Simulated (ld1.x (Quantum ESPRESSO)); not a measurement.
An all-electron radial function and its pseudo partner (Co)

Columns: radius, all-electron u(r) and pseudo u(r) of the 3s shell (level -140.75 eV) of cobalt in the configuration [Ne] 3s2 3p6 3d6 4s0 4p0; PBE, scalar-relativistic, PAW scheme, ld1.x (Quantum ESPRESSO) 7.5.

```csv
r (bohr),all-electron,pseudo
0.075,-0.0224,0.2713
0.150,-0.6424,0.5301
0.225,-0.5545,0.7647
0.300,-0.0921,0.9654
0.375,0.4224,1.1246
0.450,0.8358,1.2376
0.525,1.1060,1.3029
0.600,1.2429,1.3219
0.675,1.2762,1.2989
0.750,1.2379,1.2404
0.825,1.1553,1.1544
0.900,1.0488,1.0499
0.975,0.9328,0.9356
1.050,0.8168,0.8194
1.125,0.7065,0.7079
1.200,0.6051,0.6055
1.275,0.5142,0.5142
1.350,0.4341,0.4341
1.425,0.3643,0.3643
1.500,0.3044,0.3044
1.575,0.2533,0.2533
1.650,0.2101,0.2101
1.725,0.1737,0.1737
1.800,0.1432,0.1432
1.875,0.1177,0.1177
1.950,0.0966,0.0966
```

Q: How many radial nodes do the two functions have?

A: The all-electron 3s function has n − l − 1 = 2 (the table is too coarse to show those close to the nucleus); the pseudo-wave has 0, since the states of the same l below it are removed with the core.

Q: At about which radius was the pseudo-wave matched?

A: 1.30 bohr. The columns agree to 0.0005 from 1.20 bohr on; several derivatives are matched, so the curves merge somewhat inside the radius.

Q: Is the pseudo-wave norm-conserving?

A: No, it belongs to a PAW set: the norm inside the radius is not constrained, and the difference is carried by the augmentation charge.
